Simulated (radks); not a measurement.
Results of a calculation; reference values are marked as such.
All-electron atom: Yb18+ in [Kr] 4d10 4f6 (the NIST ground configuration). Level of theory: non-relativistic Kohn-Sham, PBE, spin-polarised, spherical densities, point nucleus; open shells are filled with parallel spins first (spin-orbit coupling, left out, can overturn this in heavy ions); relativity is left out, which matters for an element this heavy (a radial shooting solver on a logarithmic mesh with Libxc functionals).

Unscreened Slater integrals over Kohn-Sham orbitals (hartree). They are taken over the spin-up orbitals.

\begin{tabular}{lr}
integral & value \\ \hline
F0(4f,4f) & 1.6973 \\
F2(4f,4f) & 0.87180 \\
F4(4f,4f) & 0.56201 \\
F6(4f,4f) & 0.40893 \\
F0(4f,4d) & 1.6946 \\
F2(4f,4d) & 0.85023 \\
F4(4f,4d) & 0.55288 \\
G1(4f,4d) & 0.95614 \\
G3(4f,4d) & 0.62887 \\
G5(4f,4d) & 0.45305 \\
F0(4f,4p) & 1.7079 \\
F2(4f,4p) & 0.86732 \\
G2(4f,4p) & 0.73507 \\
G4(4f,4p) & 0.52334 \\
F0(4f,4s) & 1.7173 \\
G3(4f,4s) & 0.61164 \\
F0(4d,4d) & 1.7111 \\
F2(4d,4d) & 0.87765 \\
F4(4d,4d) & 0.59242 \\
F0(4d,4p) & 1.7231 \\
F2(4d,4p) & 0.89156 \\
G1(4d,4p) & 1.1171 \\
G3(4d,4p) & 0.70951 \\
F0(4d,4s) & 1.7315 \\
G2(4d,4s) & 0.86445 \\
F0(4p,4p) & 1.7385 \\
F2(4p,4p) & 0.91518 \\
F0(4p,4s) & 1.7470 \\
G1(4p,4s) & 1.1914 \\
F0(4s,4s) & 1.7561 \\
\end{tabular}

Derived for the open shells (J is the average intra-shell exchange parameter used in DFT+U). 4f: F4/F2 = 0.645, F6/F2 = 0.469, J = (286 F2 + 195 F4 + 250 F6)/6435 = 0.07166 hartree.
